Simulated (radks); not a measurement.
The mean radii <r> (bohr) of the occupied orbitals of an atom or ion are listed with their occupations. Method: non-relativistic Kohn-Sham, r2SCAN, spin-polarised, spherical densities, point nucleus; meta-GGA in the generalised Kohn-Sham scheme; computed with a radial shooting solver on a logarithmic mesh with Libxc functionals.

| orbital | occ. | <r> |
|---|---|---|
| 1s up | 1 | 0.06420 |
| 1s down | 1 | 0.06418 |
| 2s up | 1 | 0.2955 |
| 2s down | 1 | 0.2945 |
| 2p up | 3 | 0.2608 |
| 2p down | 3 | 0.2599 |
| 3s up | 1 | 0.8888 |
| 3s down | 1 | 0.9048 |
| 3p up | 3 | 0.9319 |
| 3p down | 1 | 0.9541 |
| 3d up | 5 | 1.089 |
| 4p up | 2 | 3.150 |

Name the element and its charge. Open shells, if any, are filled with parallel spins first.

Answer. Z = 24, chromium, charge +1: Cr+ in [Ne] 3s2 3p4 3d5 4p2. The 1s radius gives Z: for a bare nucleus <r> = 1.5/Z, 0.0625 bohr for Z = 24, and screening makes it slightly larger (0.06420 here). The occupations add up to 23, and the charge is Z minus that.
